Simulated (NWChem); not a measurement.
# SiHCl2F; SMILES F[SiH](Cl)Cl

```xyz
5

Si     0.3862     0.4128     0.0000
F      1.7874    -0.3769     0.0000
Cl    -0.6476    -0.1328     1.6691
Cl    -0.6476    -0.1328    -1.6691
H      0.6500     1.8625     0.0000
```
Atoms are numbered in this order, from 1.

Program: NWChem. Geometry optimised at PBE0/def2-SVP; all other runs use it. 

```csv
quantity,level,value
−ε(HOMO) (eV),PBE/def2-SVP,8.00
cavity-dispersion-structure term (kcal/mol) in water,"PBE0/def2-SVP, SMD",…
"anisotropy (bohr³), static",PBE/def2-SVPD,15.5
"vertical, lowest state with f > 0.02, singlet (eV)","PBE/def2-SVPD, TDA",…
dipole (D),PBE0/def2-SVP,…
highest harmonic frequency (cm⁻¹),PBE0/def2-SVP,2342
```

Problem. Fill in the missing entries.

Solution. 
- cavity-dispersion-structure term (kcal/mol) in water, value: 2.1
- vertical, lowest state with f > 0.02, singlet (eV), value: 7.49
- dipole (D), value: 1.20
